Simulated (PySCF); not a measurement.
Si(Me)(vinyl)(OH)2 (C3H8O2Si), SMILES C=C[Si](C)(O)O. Coordinates come from a PBE-D3(BJ)/def2-SVP optimisation. Other conformers were not sampled.

**Question.** Give the equilibrium geometry at PBE-D3(BJ)/def2-SVP (PySCF confirms it by a frequency run) as Cartesian coordinates in Å. (An estimate is asked for; the answer gives what the named calculation found.)

**Answer.** This is not unique; one that fits is 
```xyz
14

C      2.4557    -0.3113     0.1274
C      1.2618    -0.8937    -0.1087
Si    -0.3637     0.0480    -0.0368
C     -1.6776    -0.9114     0.8855
O     -0.9903     0.3137    -1.5697
O     -0.0610     1.5729     0.6232
H      2.5235     0.7602     0.3884
H      3.4119    -0.8607     0.0686
H      1.2513    -1.9688    -0.3733
H     -2.6406    -0.3626     0.8737
H     -1.3875    -1.0836     1.9419
H     -1.8403    -1.9017     0.4133
H     -0.3817     0.7850    -2.1650
H      0.3269     1.5658     1.5149
```
